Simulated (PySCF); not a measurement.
A calculated (UHF, PySCF 2.14, cc-pVDZ-DK, scalar relativity by spin-free X2C-1e) atom or ion has these occupied shells.

```tsv
shell	electrons	orbital energy (eV)	rms radius, mean of both spins (bohr)
1s α	1	-9073.3	0.0601
1s β	1	-9073.3	0.0601
2s α	1	-1160.8	0.254
2s β	1	-1159.6	0.254
2p α	3	-1001.4	0.228
2p β	3	-1000.3	0.228
3s α	1	-168.21	0.763
3s β	1	-165.35	0.763
3p α	3	-119.49	0.810
3p β	3	-116.07	0.810
3d α	5	-40.557	1.03
3d β	4	-38.906	1.03
```

Task: Name the element and its charge.

Result: Cu²⁺ (copper, charge +2), in [Ar] 3d9, 2D determinant.
